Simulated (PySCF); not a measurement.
**P: excitation energy**

P [Ne] 3s2 3p3 (4S) → P [Ne] 3s1 3p4 (4P), as a difference of total energies. All numbers are calculated (PySCF 2.14, no relativity, point nucleus, in aug-cc-pwCVDZ (6s5p3d, 36 functions)). Correlated levels: valence: [Ne] frozen; valence and next inner shell: 1s2 frozen; nothing frozen. The calculations carry no spin-orbit coupling.

```json
{"method": "UHF", "excitation energy (eV)": "7.962", "error (eV)": "+0.567"}
{"method": "LDA", "excitation energy (eV)": "8.049", "error (eV)": "+0.654"}
{"method": "PBE", "excitation energy (eV)": "7.956", "error (eV)": "+0.561"}
{"method": "PBE0", "excitation energy (eV)": "8.052", "error (eV)": "+0.657"}
{"method": "r2SCAN", "excitation energy (eV)": "7.655", "error (eV)": "+0.260"}
{"method": "M06-2X", "excitation energy (eV)": "8.132", "error (eV)": "+0.737"}
{"method": "r2SCAN0", "excitation energy (eV)": "7.802", "error (eV)": "+0.407"}
{"method": "BHandHLYP", "excitation energy (eV)": "8.232", "error (eV)": "+0.837"}
{"method": "B3LYP", "excitation energy (eV)": "8.068", "error (eV)": "+0.673"}
{"method": "MP2 (valence)", "excitation energy (eV)": "7.999", "error (eV)": "+0.604"}
{"method": "SCS-MP2 (valence)", "excitation energy (eV)": "8.002", "error (eV)": "+0.607"}
{"method": "MP2 (valence and next inner shell)", "excitation energy (eV)": "8.111", "error (eV)": "+0.716"}
{"method": "SCS-MP2 (valence and next inner shell)", "excitation energy (eV)": "8.089", "error (eV)": "+0.694"}
{"method": "MP2 (all electrons)", "excitation energy (eV)": "8.109", "error (eV)": "+0.714"}
{"method": "SCS-MP2 (all electrons)", "excitation energy (eV)": "8.088", "error (eV)": "+0.693"}
```

Reference: 7.395 eV (measured; NIST levels, between the centres of gravity of the two terms).

Errors of the correlated levels include the incompleteness of this basis and the frozen core.
